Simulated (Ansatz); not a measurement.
In(H)(Cl)(Et) (C₂H₆ClIn), SMILES C[CH2][InH][Cl].

The structure is a stationary point at B3LYP-D3(BJ)/def2-SVP. The structure was generated by enumeration; whether it is a known compound was not checked. The def2 effective core potentials stand for the cores of In; spin–orbit coupling is left out. The values are those of a single conformer.

Two levels are set side by side: PBE/def2-SVPD (Ansatz, a program for electronic structure) and PBE0/def2-SVPD (Ansatz). Energy differences of separate SCF runs at the same geometry; the states with an electron removed or added have multiplicity 2 and 2. Differences are taken from unrounded values.

```json
[
 {"quantity": "vertical ionisation energy (eV)", "PBE0": "9.51"},
 {"quantity": "vertical singlet–triplet gap (eV)", "PBE0": "4.41"}
]
```

Question: What does PBE give, and how far is it from PBE0? (The exact figures need the calculation; the answer reports its results.)

Answer: 
```tsv
quantity	PBE	PBE minus PBE0
vertical ionisation energy (eV)	9.18	-0.34
vertical singlet–triplet gap (eV)	4.11	-0.31
```
